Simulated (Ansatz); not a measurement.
Basis-set extrapolation for C$_{3}$H$_{2}$F$_{4}$, SMILES `F[C@@H]1[C@H](F)C1(F)F` (PBE0-D4/def2-TZVP geometry, frozen core, the Gaussian-basis code of Ansatz). Multiplicity 1, RHF reference.

```csv
,def2-TZVPP,def2-QZVPP
HF,-512.662775,-512.684795
MP2 correlation,-1.459634,-1.587459
CCSD(T) correlation,-1.527109,not run
```

Energies in hartree. Use E(X) = E(∞) + A·exp(−7.88·√X) for Hartree–Fock and E(X) = E(∞) + B·X^(−2.97) for correlation, with X = 3 and 4, and add CCSD(T) minus MP2 of the smaller set to the MP2 limit.

What is the CCSD(T) energy at the basis-set limit?

HF limit: -512.684795 + (-0.022020) × 0.13774 = -512.68783. MP2 limit: -1.587459 + (-0.127825) × 0.74074 = -1.68214. Higher-order term: -1.527109 − (-1.459634) = -0.06747. Total: -514.43744 hartree, 650.0 kJ/mol below CCSD(T)/def2-TZVPP.
